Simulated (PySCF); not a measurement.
## Assigning NMR signals

Geometry:
```json
{"atom": "C1", "x (Å)": "-1.035", "y (Å)": "0.648", "z (Å)": "2.204"}
{"atom": "O2", "x (Å)": "-0.927", "y (Å)": "0.740", "z (Å)": "0.809"}
{"atom": "Si3", "x (Å)": "-0.003", "y (Å)": "-0.146", "z (Å)": "-0.188"}
{"atom": "O4", "x (Å)": "-0.228", "y (Å)": "-1.704", "z (Å)": "0.235"}
{"atom": "C5", "x (Å)": "1.825", "y (Å)": "0.331", "z (Å)": "-0.139"}
{"atom": "C6", "x (Å)": "2.832", "y (Å)": "-0.513", "z (Å)": "-0.230"}
{"atom": "F7", "x (Å)": "2.645", "y (Å)": "-1.845", "z (Å)": "-0.376"}
{"atom": "O8", "x (Å)": "-0.423", "y (Å)": "0.246", "z (Å)": "-1.702"}
{"atom": "C9", "x (Å)": "-1.708", "y (Å)": "0.382", "z (Å)": "-2.251"}
{"atom": "H10", "x (Å)": "-1.206", "y (Å)": "-0.384", "z (Å)": "2.510"}
{"atom": "H11", "x (Å)": "-1.879", "y (Å)": "1.267", "z (Å)": "2.510"}
{"atom": "H12", "x (Å)": "-0.124", "y (Å)": "1.015", "z (Å)": "2.682"}
{"atom": "H13", "x (Å)": "0.361", "y (Å)": "-2.378", "z (Å)": "-0.100"}
{"atom": "H14", "x (Å)": "2.087", "y (Å)": "1.370", "z (Å)": "-0.027"}
{"atom": "H15", "x (Å)": "3.888", "y (Å)": "-0.282", "z (Å)": "-0.202"}
{"atom": "H16", "x (Å)": "-2.326", "y (Å)": "1.023", "z (Å)": "-1.622"}
{"atom": "H17", "x (Å)": "-2.190", "y (Å)": "-0.593", "z (Å)": "-2.344"}
{"atom": "H18", "x (Å)": "-1.597", "y (Å)": "0.830", "z (Å)": "-3.239"}
```

All values are calculated (PySCF 2.14.0 with density-fitted response routines): geometry from GFN2-xTB, NMR shieldings at PBE0/pcSseg-1/GIAO. No relativistic terms, one averaged value for each set of equivalent atoms, no solvent, one computed conformer.

Chemical shifts δ = σref − σ; TMS for 13C and 1H, all at this level.

Problem. Assign these signals to the numbered atoms. 13C{1H} NMR (computed): δ 169.2, 109.3, 52.7.

Solution. 
169.2 → C6, alkene CH
109.3 → C5, alkene CH: as expected for a trigonal carbon in a double bond
52.7 → C1/C9, methyl carbon bonded to O: deshielded by the electronegative neighbour

Problem. Assign these signals to the numbered atoms. 1H NMR (600 MHz, computed): δ 7.07 (m, 1H), 4.82 (m, 1H), 3.92 (s, 6H), 2.56 (br s, 1H).

Solution. 
| δ (ppm) | atoms | environment | reason |
| --- | --- | --- | --- |
| 7.07 | H15 | hydrogen on an alkene CH | attached to an sp2 carbon and in the plane of the double bond |
| 4.82 | H14 | hydrogen on an alkene CH | – |
| 3.92 | H10/H11/H12/H16/H17/H18 | hydrogen on a methyl carbon bonded to O | its carbon carries O, which withdraws density |
| 2.56 | H13 | hydrogen on an oxygen bonded to Si | exchangeable, gas-phase position |

OH/NH shifts are gas-phase values; hydrogen bonding in solution moves them, usually downfield. Splittings by 19F in the carbon and heteronuclear signals aren't shown, as no couplings were computed. Shifts are as computed. Against solution values, carbons near 30 ppm lie about +3 ppm off and those near 130 ppm about +5 ppm. Of 1309 compounds with measured shifts, 239 miss one by over three times the rms of a fit or turn the order of signals round; such compounds aren't used in these exercises. No couplings were computed; multiplicities are counted from neighbouring protons, with m where these are inequivalent, close in shift, in a saturated or five-membered ring or joined by F or P, and br s for small geminal =CH2 splittings.
